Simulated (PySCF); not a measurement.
Spectra and structures to be paired. Method: PySCF 2.14.0, density-fitted response routines, TDDFT wB97X-D/def2-SVPD, vertical, gas phase, core orbitals frozen in the response. Geometries: GFN2-xTB; one conformer of each isolated species. Triplets are in the Tamm–Dancoff approximation.

A. `CCn1nncc1Cl`
B. `C1=CC2C=CC12`
C. `O=C(F)c1cc([SiH3])co1`

Lowest singlet levels (six at most, fewer where fewer were computed) with oscillator strengths:

1. 220 nm (f 0.000); 204 nm (f 0.024); 175 nm (f 0.000); 174 nm (f 0.014); 169 nm (f 0.000); 166 nm (f 0.038); T1 4.04 eV
2. 236 nm (f 0.370); 226 nm (f 0.000); 199 nm (f 0.021); 175 nm (f 0.355); 172 nm (f 0.003); 166 nm (f 0.000); T1 3.39 eV
3. 214 nm (f 0.007); 188 nm (f 0.160); 184 nm (f 0.002); 175 nm (f 0.005); 173 nm (f 0.026); 164 nm (f 0.001); T1 4.69 eV

Question: Match each spectrum to its molecule.

Answer: 1 = B, 2 = C, 3 = A.
- A: S1 at 5.79 eV, HOMO-1→LUMO (90%); Löwdin shares by element: HOMO carbon 45% or more, nitrogen 22% or more, chlorine 20%; LUMO nitrogen 56%, carbon 18% or more (atoms not listed hold the other 26%); HOMO -9.37 and LUMO 1.46 eV.
- B: S1 at 5.62 eV, HOMO→LUMO (98%); Löwdin shares by element: HOMO carbon 88% or more; LUMO carbon 69% or more (atoms not listed hold the other 31%); HOMO -8.79 and LUMO 1.46 eV; point group C2v, 3 of its 6 listed states under f = 0.0005.
- C: S1 at 5.25 eV, HOMO→LUMO (97%); Löwdin shares by element: HOMO carbon 74% or more (atoms not listed hold the other 26%); LUMO carbon 47% or more, oxygen 16% or more (atoms not listed hold the other 37%); HOMO -9.47 and LUMO -0.36 eV.
